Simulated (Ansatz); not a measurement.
CdCl, SMILES [Cd][Cl] (connectivity only; charge and spin as stated), neutral, multiplicity 2.

Geometry optimised at r2SCAN-D4/def2-TZVPD. The spin state was assumed, not searched. The def2 effective core potentials stand for the cores of Cd; spin–orbit coupling is left out.

Two levels are set side by side: PBE/def2-TZVPD (Ansatz, an electronic-structure program) and PBE0/def2-TZVPD (Ansatz). Energy differences of separate SCF runs at the same geometry; the states with an electron removed or added have multiplicity 1 and 1. Differences are taken from unrounded values.

| quantity | PBE |
|---|---|
| vertical ionisation energy (eV) | 8.78 |
| vertical electron affinity (eV) | 2.05 |

Q: These are the PBE values. What does PBE0 give? (An estimate is asked for; the answer gives what the named calculation found.)

A: 
| quantity | PBE0 | PBE minus PBE0 |
|---|---|---|
| vertical ionisation energy (eV) | 8.79 | -0.01 |
| vertical electron affinity (eV) | 1.97 | 0.08 |
